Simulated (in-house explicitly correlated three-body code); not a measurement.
Computed with an exponentially correlated three-body code. Model: two electrons around a point charge, non-relativistic, variational in 260 exponentially correlated functions (energies converged to about 1e-7 hartree, or 1e-8 relative for large Z).

Command:
```bash
python run_hyl.py task.json out
```
Settings (lengths in bohr, energies in hartree):
```
Z                      20
screening              0.1
interaction_strength   1
functions              260
states_tried           13
```

Cost of the run: 38 s on 1 thread of Intel(R) Xeon(R) 6975P-C (Granite Rapids), with other jobs on the host.

**Those bound S and P states to n = 4 that converged, binding against the one-electron ion.**

Given: nuclear charge 20; Yukawa screening of all interactions 0.1 1/bohr.

Computed: one-electron threshold -198.007475 hartree.

| term | energy (hartree) | binding (eV) |
| --- | --- | --- |
| 1 1S | -383.771912 | 5054.9 |
| 2 3S | ? | ? |
| 2 3P | -241.691161 | 1188.7 |
| 2 1S | -241.6144 | 1186.6 |
| 2 1P | -241.090613 | 1172.4 |
| 3 3S | ? | ? |
| 3 3P | -216.346435 | 499.03 |
| 3 1S | -216.339154 | 498.83 |
| 3 1P | -216.184389 | 494.62 |
| 4 3S | -207.636423 | 262.02 |
| 4 1S | -207.550482 | 259.68 |
| 4 3P | -207.549384 | 259.65 |
| 4 1P | -207.483545 | 257.86 |

(1) What belongs in the row 2 3S?

(2) What belongs in the row 3 3S?

**Converged states only, values per electron or pair (inverse distances are <exp(-kr)/r>).**

```tsv
term	mean r (bohr)	mean r squared (bohr²)	mean inverse r (1/bohr)	mean r12 (bohr)	mean inverse r12 (1/bohr)	mean cosine	mean p1 dot p2 (bohr⁻²)	delta r1 (bohr⁻³)	delta r12 (bohr⁻³)
1 1S	0.076438	0.0078093	19.588	0.11201	12.086	-0.0066545	2.5487	2462.5	288.54
2 3S	0.19182	0.059275	12.306	0.32145	3.5638	-0.002306	0.202	1419	-
2 3P	0.16769	0.044448	12.287	0.27877	4.2663	-0.075554	-28.363	1268.1	-
2 1S	0.19421	0.061052	12.284	0.32211	4.3092	-0.0038044	0.2285	1415	53.884
2 1P	0.16962	0.045647	12.27	0.27015	4.7872	0.065123	27.937	1274.4	16.33
3 3S	0.38777	0.2824	10.964	0.70597	1.7105	-0.0007897	0.060032	1315.8	-
3 3P	0.36481	0.2506	10.959	0.66124	1.9021	-0.017558	-6.4695	1271.9	-
3 1S	0.39124	0.28805	10.959	0.71196	1.9072	-0.0012155	0.073871	1314.9	15.54
3 1P	0.36753	0.25475	10.954	0.66408	2.0456	0.015103	6.6068	1273.3	5.1684
4 3S	0.66424	0.88741	10.498	1.2565	0.96465	-0.00034483	0.025174	1290.9	-
4 1S	?	?	?	?	?	?	?	?	?
4 3P	?	?	?	?	?	?	?	?	-
4 1P	0.64607	0.84388	10.493	1.2196	1.1013	0.0058407	2.5741	1273.2	2.2089
```

(3) What belongs in the row 4 1S?

(4) What belongs in the row 4 3P?

**Electric-dipole lines between converged S and P states, rate of the upper state's decay.**

```
s state  p state  p minus s (eV)  oscillator strength from s  rate (1/s)
   1 1S     2 1P          3882.6                     0.77783  1.6959e+14
   1 1S     3 1P          4560.3                      0.1539  4.6291e+13
   1 1S     4 1P          4797.1                    0.056736  1.8884e+13
   2 1S     2 1P          14.253                    0.026179  7.6922e+07
   2 1S     3 1P          691.99                     0.41008  2.8402e+12
   2 1S     4 1P               ?                           ?           ?
   3 1S     2 1P         -673.52                   -0.046766  9.2054e+11
   3 1S     3 1P          4.2114                    0.046519  1.1933e+07
   3 1S     4 1P          240.97                     0.45103  3.7882e+11
   4 1S     2 1P         -912.67                   -0.010308  3.7258e+11
   4 1S     3 1P         -234.94                    -0.10822   2.592e+11
   4 1S     4 1P          1.8214                    0.067398  3.2342e+06
   2 3S     2 3P          19.982                    0.035747  2.0644e+08
   2 3S     3 3P          709.65                     0.39993  2.9131e+12
   2 3S     4 3P          949.03                    0.097091  1.2648e+12
   3 3S     2 3P         -684.06                   -0.047299  9.6039e+11
   3 3S     3 3P          5.6071                    0.060926  2.7706e+07
   3 3S     4 3P               ?                           ?           ?
   4 3S     2 3P         -926.68                    -0.01031  3.8418e+11
   4 3S     3 3P         -237.01                    -0.11073   2.699e+11
   4 3S     4 3P          2.3685                    0.086577  7.0246e+06
```

(5) What belongs in the row 2 1S 4 1P?

(6) What belongs in the row 3 3S 4 3P?

**Static dipole response.**

```tsv
state	polarisability (bohr³)
1 1S	6.0529e-05
2 1S	0.096304
2 3S	0.067124
```

Answers

(1) energy (hartree): -242.425469; binding (eV): 1208.7.

(2) energy (hartree): -216.552493; binding (eV): 504.64.

(3) mean r (bohr): 0.66888; mean r squared (bohr²): 0.90071; mean inverse r (1/bohr): 10.495; mean r12 (bohr): 1.2654; mean inverse r12 (1/bohr): 1.0438; mean cosine: -0.00052179; mean p1 dot p2 (bohr⁻²): 0.03191; delta r1 (bohr⁻³): 1290.6; delta r12 (bohr⁻³): 6.4505.

(4) mean r (bohr): 0.64244; mean r squared (bohr²): 0.83384; mean inverse r (1/bohr): 10.495; mean r12 (bohr): 1.2134; mean inverse r12 (1/bohr): 1.0427; mean cosine: -0.0068134; mean p1 dot p2 (bohr⁻²): -2.4931; delta r1 (bohr⁻³): 1272.7.

(5) p minus s (eV): 928.75; oscillator strength from s: 0.098698; rate (1/s): 1.2314e+12.

(6) p minus s (eV): 244.99; oscillator strength from s: 0.44012; rate (1/s): 3.8207e+11.
